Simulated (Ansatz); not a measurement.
CH$_{7}$ClSi$_{2}$, SMILES `C[SiH2][SiH2]Cl`, charge 0, multiplicity 1.

Problem. Give a relaxed structure at PBE0-D4/def2-TZVP (the Gaussian-basis code of Ansatz). (Best estimate.)

Solution. Ansatz gave: 
Z-matrix (Å, degrees):
```
C
Si 1 1.873
H 1 1.092 2 110.9
H 1 1.092 2 110.3 3 -119.8
H 1 1.092 2 110.7 3 120.2
Si 2 2.339 1 110.3 3 62.3
H 2 1.491 1 111.2 3 -57.9
H 2 1.489 1 110.9 3 -178.1
Cl 6 2.071 2 107.9 1 53.6
H 6 1.485 2 113.2 1 172.5
H 6 1.487 2 112.4 1 -64.1
```
This is one stationary point; other conformers may exist.
